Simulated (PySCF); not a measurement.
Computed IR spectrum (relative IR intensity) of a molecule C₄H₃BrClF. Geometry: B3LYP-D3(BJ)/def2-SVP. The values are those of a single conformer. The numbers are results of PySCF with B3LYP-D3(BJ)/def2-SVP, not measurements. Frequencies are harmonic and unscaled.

| ν (cm⁻¹) | relative intensity |
|---|---|
| 400 | 4.2 |
| 520 | 9.6 |
| 617 | 29 |
| 638 | 2.4 |
| 834 | 39 |
| 881 | 56 |
| 884 | 82 |
| 949 | 61 |
| 999 | 61 |
| 1262 | 27 |
| 1324 | 58 |
| 1386 | 7.0 |
| 1635 | 50 |
| 1721 | 100 |
| 3186 | 5.8 |
| 3231 | 17 |

**Question.** Which molecule gave these data?
A. C=C(F)/C(Cl)=C\Br
B. C=C(F)/C(Br)=C/Cl
C. F/C=C/C(Br)=C\Cl
D. F/C(Br)=C/C=C\Cl

**Answer.** B, C=C(F)/C(Br)=C/Cl
